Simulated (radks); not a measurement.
Problem. Fe3.25+, configuration [Ne] 3s2 3d(up 2.5, down 2.5) 3p(up 3, down 2.75) (fractional occupations, a model configuration). Calculated with a radial shooting solver on a logarithmic mesh with Libxc functionals: scalar-relativistic Kohn-Sham, PBE, spin-polarised, spherical densities, finite nucleus; Fermi nuclear charge, rms radius 3.7377 fm. Some entries of the table are withheld. Estimate them.

| orbital | occ. | eigenvalue (hartree) | <1/r> (bohr^-1) |
|---|---|---|---|
| 1s up | 1 | -258.8496 | 25.98 |
| 1s down | 1 | -258.8451 | 25.98 |
| 2s up | 1 | -31.75195 | 5.560 |
| 2s down | 1 | -31.74856 | 5.560 |
| 2p up | 3 | -27.29832 | 5.455 |
| 2p down | 3 | -27.29318 | 5.454 |
| 3s up | 1 | -5.02457 | 1.765 |
| 3s down | 1 | -5.01028 | 1.764 |
| 3p up | 3 | -3.76441 | (1) |
| 3p down | 2.75 | -3.75073 | (2) |
| 3d up | 2.5 | (3) | (4) |
| 3d down | 2.5 | (5) | (6) |

Solution. 
(1) 3p up <1/r> (bohr^-1): 1.633
(2) 3p down <1/r> (bohr^-1): 1.632
(3) 3d up eigenvalue (hartree): -1.77819
(4) 3d up <1/r> (bohr^-1): 1.332
(5) 3d down eigenvalue (hartree): -1.76715
(6) 3d down <1/r> (bohr^-1): 1.330
